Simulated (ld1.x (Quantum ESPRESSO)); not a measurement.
# Transferability test, RRKJ potential for Zr

zirconium, norm-conserving RRKJ (Kleinman–Bylander form), made with ld1.x (Quantum ESPRESSO) 7.5 (PBE, scalar-relativistic). Core [Ar] 3d10, reference 4s2 4p6 4d2 5s0 5p0 (charge +2). Waves: 4s (bound): rc 1.85 bohr; 4d (bound): rc 2.90 bohr; 4p (bound): rc 2.20 bohr. Local part: the p channel. Core correction: a·sin(br)/r model core inside 0.85 bohr.

Energies are relative to the spin-unpolarised reference configuration 4s2 4p6 4d2 5s0 5p0; without spin polarisation the order of configurations can differ from experiment. The frozen-core shift is the all-electron ΔE with the core orbitals held at their reference shape minus the fully relaxed ΔE.

(1) Give the all-electron excitation energy and the error of the potential for: 4s2 4p6 4d2 5s2 5p0; 4s2 4p6 4d2 5s1 5p0; 4s2 4p6 4d1 5s0 5p0; 4s2 4p6 4d2 5s0 5p2; 4s2 4p6 4d1 5s2 5p0; 4s2 4p6 4d2.5 5s1.5 5p0; 4s2 4p6 4d1 5s2 5p1.

Levels in the configuration 4s2 4p6 4d1 5s2 5p0:

| level | all-electron (eV) | pseudo (eV) |
| --- | --- | --- |
| 4s | -64.307 | -63.550 |
| 4p | -42.062 | -41.426 |
| 4d | -12.089 | -11.667 |
| 5s | -11.047 | -11.237 |

## Answers

(1)

| valence configuration | charge | ΔE all-electron (eV) | error AE − PS (meV) | frozen-core shift (meV) |
| --- | --- | --- | --- | --- |
| 4s2 4p6 4d2 5s2 5p0 | 0 | -20.077 | +509 | -2.1 |
| 4s2 4p6 4d2 5s1 5p0 | +1 | -12.940 | +333 | -1.3 |
| 4s2 4p6 4d1 5s0 5p0 | +3 | 22.627 | +78 | -1.0 |
| 4s2 4p6 4d2 5s0 5p2 | 0 | -13.863 | +184 | -1.7 |
| 4s2 4p6 4d1 5s2 5p0 | +1 | -12.414 | +827 | -4.3 |
| 4s2 4p6 4d2.5 5s1.5 5p0 | 0 | -19.564 | +349 | -0.8 |
| 4s2 4p6 4d1 5s2 5p1 | 0 | -17.074 | +820 | -4.9 |

A variational frozen-core shift is positive and of second order in the change. This column holds negative values, so the frozen-core run of ld1.x carries numerical noise or an error of first order here, and the column gives no more than the rough size of the effect.
